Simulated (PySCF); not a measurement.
**Radial density of P(2+) (phosphorus, charge +2)**

UHF, [Ne] 3s2 3p1, 2P determinant. All numbers are calculated (PySCF 2.14, no relativity, point nucleus, in def2-TZVP).

| r (bohr) | 4πr²ρ (e/bohr) | 4πr²(ρα − ρβ) |
| --- | --- | --- |
| 0.00198 | 0.1012 | 0.0000 |
| 0.00333 | 0.2761 | 0.0000 |
| 0.00560 | 0.7275 | 0.0000 |
| 0.00941 | 1.839 | 0.0001 |
| 0.0158 | 4.290 | 0.0002 |
| 0.0266 | 8.808 | 0.0007 |
| 0.0448 | 14.55 | 0.0028 |
| 0.0753 | 17.01 | 0.0122 |
| 0.127 | 12.83 | 0.0460 |
| 0.213 | 11.38 | 0.1113 |
| 0.359 | 16.00 | 0.1121 |
| 0.603 | 9.772 | -0.0054 |
| 1.01 | 2.332 | 0.2240 |
| 1.71 | 1.940 | 0.5993 |
| 2.87 | 0.4628 | 0.2047 |
| 4.83 | 0.01006 | 0.0054 |
| 8.12 | 1.091e-05 | 0.0000 |

Q: Where is the radial spin density 4πr²(ρα − ρβ) most negative, and why is it negative at all?

A: Around r = 0.603 bohr, down to -0.0054 e/bohr: exchange with the open shell polarises the paired shells in an unrestricted calculation.
